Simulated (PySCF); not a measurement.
**Electric field gradients and quadrupole coupling constants**

C₂H₈F₃NSi₂.
Structure used (GFN2-xTB), in Å, numbered top down from 1:
```xyz
16
C2H8F3NSi2 angstrom
F      2.7965   -0.9899   -0.8529
C      2.3521   -0.2334    0.1732
F      3.4475    0.3183    0.7308
F      1.8687   -1.1028    1.0879
Si     1.0307    1.0893   -0.3906
C     -0.4164    0.0581   -1.1014
N     -1.0857   -0.7857   -0.1335
Si    -2.4078   -0.2710    0.8376
H      1.7239    1.8875   -1.3976
H      0.7018    1.8110    0.8344
H     -0.0515   -0.5687   -1.9263
H     -1.1664    0.7274   -1.5268
H     -0.4769   -1.4987    0.2376
H     -3.3664    0.3112   -0.1043
H     -2.0803    0.7513    1.8469
H     -2.8775   -1.4951    1.4760
```

Field gradients from the PBE0/pcSseg-1 density (PySCF, non-relativistic), principal values in atomic units, ordered |Vxx| ≤ |Vyy| ≤ |Vzz|:

```csv
atom,Vxx,Vyy,Vzz
N7,0.3054,0.7486,-1.0540
```

Find the asymmetry η = (Vxx − Vyy)/Vzz and the couplings χ = eQV/h (234.96 MHz × Q in barn × V in au), with Q(14N) = 0.02044 b.

```
atom             environment  nucleus     η  χzz (MHz)  χxx (MHz)  χyy (MHz)
  N7  silicon-bound nitrogen      14N  0.42      -5.06       1.47       3.60
```

What is Vzz at N7 in SI units (1 au = 9.71736 × 10²¹ V/m²)?

-1.0540 au = -10.243 × 10²¹ V/m².

What couplings would deuterons (Q(2H) = 0.00286 b) have in place of the hydrogens, at this geometry?

```tsv
atom	bonded to	bond length (Å)	Vzz (au)	η	χzz (kHz)
H9	Si5	1.460	0.1623	0.01	109
H10	Si5	1.459	0.1628	0.01	109
H11	C6	1.098	0.2925	0.06	197
H12	C6	1.092	0.3043	0.08	204
H13	N7	1.008	0.4159	0.20	279
H14	Si8	1.465	0.1603	0.05	108
H15	Si8	1.473	0.1526	0.03	103
H16	Si8	1.458	0.1651	0.04	111
```

Geometry: GFN2-xTB, one conformer, isolated molecule. GFN2-xTB bond lengths can be off by several hundredths of an ångström, more for odd bonds, and the gradients follow them. The small basis limits the accuracy of the gradients.

These values come from a run that also computed NMR shieldings. Time: 53 s; peak memory 0.84 GiB. Hardware: Arm Neoverse N1, one thread, no GPU (shared host).
